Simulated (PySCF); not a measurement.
A side-by-side comparison of computed properties.

First species: C4H11NOSi.
SMILES: `CCC/C=N\[SiH2]O`

Second species: C5H7P.
InChI=1S/C5H7P/c1-2-6-4-3-5-6/h1H,3-5H2

Levels: PBE0/def2-SVPD for dipole moment, HOMO energy, LUMO energy, HOMO–LUMO gap, static isotropic polarisability and electronic spatial extent ⟨r²⟩ about the centre of nuclear charge; TDDFT PBE0/def2-SVPD for lowest singlet excitation; TDA PBE0/def2-SVPD for lowest triplet excitation (Tamm–Dancoff); GFN2-xTB for rotational constant A and rotational constant C. Geometries: GFN2-xTB. Each structure is a single optimised conformer of the isolated species, non-relativistic unless stated; the electronic structure was computed with PySCF and density fitting.

Dipoles, sizes and rotational constants follow the conformer. The torsions of the flexible species, by atom-mapped SMILES:
- `[CH3:1][CH2:2][CH2:3]/[CH:4]=[N:5]\[SiH2:6][OH:7]`: C1–C2–C3–C4 65°, C2–C3–C4–N5 -117°, C4–N5–Si6–O7 136°, H–O7–Si6–N5 39°

(1) Which of the two has the higher LUMO energy, and by how much?

(2) Which of the two has the higher rotational constant C, and by how much?

(3) Which has the higher rotational constant A?

(4) Which has the higher static isotropic polarisability?

(5) Which of the two has the higher T1 energy, and by how much?

(6) Which has the higher ⟨r²⟩?

(7) Which of the two has the higher HOMO energy, and by how much?

(8) Which has the higher S1 energy?

Results:

(1) The second: -0.31 eV against -0.69 eV, a difference of 0.38 eV.

(2) The second: 2.194 GHz against 0.956 GHz, a difference of 1.238 GHz.

(3) The second: 5.034 GHz against 3.946 GHz, a difference of 1.088 GHz.

(4) The first: 86.1 au against 80.1 au, a difference of 6.0 au.

(5) The second: 4.20 eV against 3.66 eV, a difference of 0.54 eV.

(6) The first: 1282 bohr² against 666 bohr², a difference of 616 bohr².

(7) The second: -6.63 eV against -6.91 eV, a difference of 0.28 eV.

(8) The second: 4.95 eV against 4.23 eV, a difference of 0.72 eV.

On the first: The principal polarisabilities are 74.8, 78.4 and 105.2 au; their mean is the isotropic value.

On the second: S1 lies 1.37 eV below the HOMO–LUMO gap; its leading configuration is HOMO→LUMO, weight 0.96. No computed singlet falls in the visible range (750 to 380 nm, 1.65 to 3.26 eV); S1 lies 1.69 eV above its blue end.
